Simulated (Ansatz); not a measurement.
`C[N](C)[AlH][NH2]` + H–F → `C[N](C)[AlH][F]` + NH₃ at 600 K and 1 bar (ligand exchange at the Al–N bond).

Computed with Ansatz on PBE0-D4/def2-TZVP structures; ΔE is electronic, products minus reactants. CCSD(T)/CBS is the MP2 limit (def2-TZVPP, def2-QZVPP) plus CCSD(T) − MP2 in def2-TZVPP, frozen cores. This one scheme is used for every species. One conformer a species, not always the lowest.

```tsv
species	CCSD(T)/CBS energy (Eh)	H − E (kJ/mol)	S (J/(mol·K))
`C[N](C)[AlH][NH2]`	-432.99850	374.0	470.9
H–F	-100.39570	42.3	194.0
`C[N](C)[AlH][F]`	-476.92428	304.7	438.9
NH₃	-56.50880	112.4	219.5
```

H − E and S are ideal-gas, rigid-rotor, harmonic terms from PBE0-D4/def2-TZVP, for one conformer and one mirror image of each species. 1 Eh = 2625.50 kJ/mol, R = 8.31446 J/(mol·K).

Question: By hand: ΔE, ΔH, ΔS and ΔG.

Answer: ΔE = (-476.92428) + (-56.50880) − (-432.99850) − (-100.39570) = -0.03888 Eh = -102.1 kJ/mol. Δ(H − E) = 304.7 + 112.4 − 374.0 − 42.3 = 0.8, so ΔH = -101.3 kJ/mol. ΔS = 438.9 + 219.5 − 470.9 − 194.0 = -6.5 J/(mol·K). ΔG = -101.3 − 600 × (-6.5)/1000 = -97.4 kJ/mol.

Question: By hand: the equilibrium constant, and the temperature at which ΔG would vanish if ΔH and ΔS stayed fixed.

Answer: log₁₀ K = −ΔG/(RT ln 10) = 8.5. ΔG = 0 at ΔH/ΔS = 15585 K, far beyond where these terms or the molecules hold.

The number of gas molecules stays the same, so ΔS is small and ΔH decides. A doubt of 5 kJ/mol in ΔE shifts log₁₀ K by 0.4 here. Other conformers and mirror images would add mixing entropy, several J/(mol·K) or more a flexible species. These are equilibria of isolated gas molecules and say nothing of rates. Largest T1 diagnostic: 0.012 (customary marks: 0.02 for closed shells, 0.045 for open ones).
